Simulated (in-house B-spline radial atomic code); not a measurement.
A fraction x of an electron is removed from 4f in Sm2+, starting from [Xe] 4f6 and keeping the highest spin. All numbers are computed (scalar-relativistic (X2C) RPBE, spin-polarised, spherical fractional occupations; Fermi nucleus of rms radius 5.0819 fm) with a radial B-spline atomic code at the basis-set limit, not measured.

| x | E(x) - E(0) (eV) | 4f up level (eV) |
| --- | --- | --- |
| 0 | 0.0000 | -16.983 |
| 0.09 | 1.5909 | -18.375 |
| 0.18 | 3.3084 | -19.795 |
| 0.33 | 6.4585 | -22.218 |
| 0.38 | 7.5899 | -23.041 |
| 0.5 | 10.4747 | -25.046 |
| 0.57 | 12.2695 | -26.235 |
| 0.75 | 17.2712 | -29.354 |
| 0.82 | 19.3692 | -30.590 |
| 0.93 | 22.8420 | -32.559 |
| 1 | 25.1655 | -33.827 |

The exact functional would give a straight line between the two integer points. Deviations E(x) - E(0) - x[E(1) - E(0)], in eV: -0.674 at x = 0.09, -1.221 at x = 0.18, -1.846 at x = 0.33, -1.973 at x = 0.38, -2.108 at x = 0.5, -2.075 at x = 0.57, -1.603 at x = 0.75, -1.267 at x = 0.82, -0.562 at x = 0.93.

The curve lies below the straight line by up to 2.108 eV (at x = 0.5): convex, the delocalisation error that favours fractional charges.

(1) How well does Slater's transition state (minus the level at half occupation) give the ionisation energy?

Answers

(1) It gives 25.046 eV against 25.166 eV from the two total energies; NIST lists 23.55 eV, ground level to ground level.
